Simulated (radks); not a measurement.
Values are calculated unless marked as measured or tabulated.
Charge is removed step by step from the 6s1/2 level of the erbium ion Er+, starting from [Xe] 4f12 6s1. Code: a radial shooting solver on a logarithmic mesh with Libxc functionals. Model: Dirac Kohn-Sham, PBE, spin-unpolarised, spherical densities, point nucleus; open shells fill j = l - 1/2 first.

removed (e)  E - E(0) (eV)  eigenvalue (eV)  E minus straight line (eV)
0                    0.000           -9.056                       0.000
0.125                1.176           -9.757                      -0.319
0.25                 2.440          -10.469                      -0.549
0.375                3.793          -11.193                      -0.689
0.5                  5.238          -11.929                      -0.738
0.625                6.776          -12.679                      -0.695
0.75                 8.408          -13.437                      -0.557
0.875               10.135          -14.191                      -0.324
1                   11.954          -14.875                       0.000

Removing the whole electron costs 11.954 eV by Delta-SCF, against 9.056 eV from minus the eigenvalue at the starting occupation. Slater's transition state (half an electron removed) gives 11.929 eV. Integrating minus the eigenvalue over the occupation (Janak's theorem) gives 11.953 eV. The mean slope of the eigenvalue, de/dn, is 5.82 eV per electron. Ionisation energy of Er+ in the NIST Atomic Spectra Database: 11.92 eV (semi-empirical).

Beside tabulated values, note that spin-unpolarised runs miss the spin-polarisation part of the exchange energy of open shells.
